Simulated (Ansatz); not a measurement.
A made-up structure of SiH2TeS, closed shell:

| atom | x (Å) | y (Å) | z (Å) |
| --- | --- | --- | --- |
| Si1 | -0.0649 | -0.7844 | 1.5854 |
| S2 | -0.2867 | 0.2242 | -0.2440 |
| Te3 | 1.9339 | -0.7350 | 0.1194 |
| H4 | -1.0866 | -0.3503 | -1.1820 |
| H5 | -0.4146 | 1.5774 | -0.2007 |

It is relaxed with PBE-D4/def2-SVP and then PBE0-D4/def2-TZVP (Ansatz 0.2.0). Atoms count as bonded within 1.22 times the sum of their covalent radii (H–H: 0.88 Å). The end point is not checked to be a true minimum.

Task: Does its bonding change? (Judge from chemistry; the calculation decides.)

Result: The calculation gives: Yes. Formed: none; broken: Si1–S2, S2–Te3.

Where it ends: The first stage lowers the energy by 4.22 eV in 38 steps. It ends as a complex of SiTe + H₂S:
```
atom    x (Å)    y (Å)    z (Å)
 Si1   0.5234  -1.7041   0.7073
  S2  -0.9457   0.2254  -1.1647
 Te3   2.1408  -0.2981   1.5194
  H4  -1.6872   0.6358  -0.1236
  H5   0.0498   1.0729  -0.8602
```

For scale, one of the runs: PBE0-D4/def2-TZVP relaxation, 136 basis functions, launched by `ansatz run in.yaml --threads 2 --pin off --events-out ev --progress --plain --max-ram 4352MiB`. Hardware: 2 CPU threads of an Arm Neoverse V1, shared host. Wall time about 20 s.
